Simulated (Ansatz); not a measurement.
Compare A (`C[C]1=[CH][AlH]1`) with its isomer B (`[CH3][Al]1[CH]=[CH]1`).

Gas-phase electronic energies from Ansatz, PBE0-D4/def2-TZVP geometries. CBS: MP2 limit from def2 TZ/QZ plus the TZ coupled-cluster correction, frozen cores. Functionals use def2-TZVPP. B3LYP here is the variant with VWN-RPA as its local correlation; programs differ in this.

Q: Which isomer does CCSD(T)/CBS put lower? Give the gap. (Estimate.)

A: Computed: B, by 28.5 kJ/mol.

Q: Give E(B) − E(A) in kJ/mol with CCSD(T)/def2-SVP, LDA (SPW92), B3LYP-D4, MP2/def2-TZVPP, B2PLYP, CCSD/def2-TZVPP, HF/def2-TZVPP. (Estimate.)

A: Computed: CCSD(T)/def2-SVP -16.9, LDA (SPW92) -19.4, B3LYP-D4 -25.7, MP2/def2-TZVPP -27.7, B2PLYP -28.2, CCSD/def2-TZVPP -28.7, HF/def2-TZVPP -25.1. None reverses the order clearly.

Largest T1 diagnostic: 0.013.

At CCSD(T), def2-SVP lies +11.6 kJ/mol from the extrapolated value and def2-TZVPP +0.1 kJ/mol. Leaving LDA and LC-ωPBE aside and taking each functional with its dispersion term where it has one, the values, not all of them listed here, spread over 11.1 kJ/mol, from ωB97M-V to B97M-V. LDA lies +6.6 kJ/mol from PBE without D4.
